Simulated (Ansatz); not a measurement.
Start from `[SiH3]/N=C\N[SiH3]` and change one atom or group to get `[SiH3]/N=C\[SiH2][SiH3]`.

Ansatz, PBE0-D4/def2-TZVP geometries, multiplicity 1. Each molecule was computed in one conformer, which needn't be the lowest.

```tsv
property	`[SiH3]/N=C\N[SiH3]`
HOMO–LUMO gap (ωB97M-V/def2-TZVPP) / eV	10.86
LUMO energy (ωB97M-V/def2-TZVPP) / eV	1.66
HOMO energy (PBE0/def2-TZVPP) / eV	-6.90
HOMO–LUMO gap (PBE0/def2-TZVPP) / eV	6.70
size of the dipole moment (B3LYP/def2-TZVPP) / D	3.13
LUMO energy (PBE0/def2-TZVPP) / eV	-0.20
```

Question: What does the change do to each property? (Best estimate.)

Answer: Computed: 
```csv
property,`[SiH3]/N=C\[SiH2][SiH3]`,shift
HOMO–LUMO gap (ωB97M-V/def2-TZVPP) / eV,9.36,-1.50
LUMO energy (ωB97M-V/def2-TZVPP) / eV,0.46,-1.20
HOMO energy (PBE0/def2-TZVPP) / eV,-6.68,0.22
HOMO–LUMO gap (PBE0/def2-TZVPP) / eV,5.05,-1.65
size of the dipole moment (B3LYP/def2-TZVPP) / D,1.23,-1.90
LUMO energy (PBE0/def2-TZVPP) / eV,-1.62,-1.42
```

With PBE0 the HOMO rises by 0.22 eV and the LUMO falls by 1.42 eV, so the gap narrows by about 1.64 eV. PBE moves the HOMO by 0.16 eV and ωB97M-V by 0.30 eV. Dipoles are sizes alone; their direction can turn.

Positive LUMOs are unbound, so they and the gaps depend on the basis.

B3LYP here is the variant with VWN-RPA as its local correlation; programs differ in this.
